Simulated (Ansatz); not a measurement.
Gas-phase electronic energies from Ansatz, PBE0-D4/def2-TZVP geometries. CCSD(T)/CBS is the MP2 limit (def2-TZVPP, def2-QZVPP) plus CCSD(T) − MP2 in def2-TZVPP, frozen cores. This one scheme is used for every species, atoms too. No spin–orbit coupling; open shells (•) take unrestricted orbitals. Spin–orbit coupling would lower the free atoms: a little for Al; clearly for Ga. Bonds to Ga are less sure, by a few kJ/mol each and by 10 to 20 or more in all where they break to atoms, as the def2 sets lack core-valence functions. Scalar relativity is left out up to krypton. One conformer a species, not always the lowest.

Reaction (atomization): `[NH2][AlH][GaH2]` → Al• + Ga• + 5 H• + N•

`[NH2][AlH][GaH2]`:

Z-matrix (Å, degrees):
```
N
Al 1 1.772
H 1 1.008 2 124.1
H 1 1.007 2 125.9 3 -179.9
Ga 2 2.519 1 119.8 3 -180.0
H 2 1.592 1 115.3 3 -0.0
H 5 1.582 2 123.1 1 90.9
H 5 1.582 2 123.1 1 -90.1
```

| level | ΔE (eV) |
| --- | --- |
| CCSD(T)/def2-SVP | 20.65 |
| CCSD(T)/def2-TZVPP | 21.74 |
| HF/def2-QZVPP | 15.75 |
| HF/CBS(def2) | 15.76 |

(1) What does CCSD(T)/CBS give? (Best estimate.)

Largest T1 diagnostic among the species: 0.018.

Answers

(1) Computed: +22.32 eV. The listed levels differ from it by -1.67, -0.58, -6.57, -6.56 eV.

From BLYP to BHLYP (50 % exact exchange), in def2-TZVPP and without D4, ΔE moves by −0.19 eV: exact exchange takes away binding that semilocal exchange gives to molecules. Leaving LDA and LC-ωPBE aside and taking each functional with its dispersion term where it has one, the values, not all of them listed here, spread over 0.88 eV, from revPBE-D4 to B97M-V. LDA lies +2.92 eV from PBE without D4, its usual overbinding. The D4 term adds +0.21 eV with B3LYP and +0.11 eV with PBE0; it sums over pairs of atoms, weighted by their polarisabilities, and B3LYP, whose exchange is more repulsive, gets the larger term.

B3LYP here is the variant with VWN-RPA as its local correlation; programs differ in this.

For atomizations the MP2-based limit and the directly extrapolated one differ by several kJ/mol either way, and by 10 to 25 for some Ge, Se and Sn compounds, so smaller differences from it don't rank the levels.
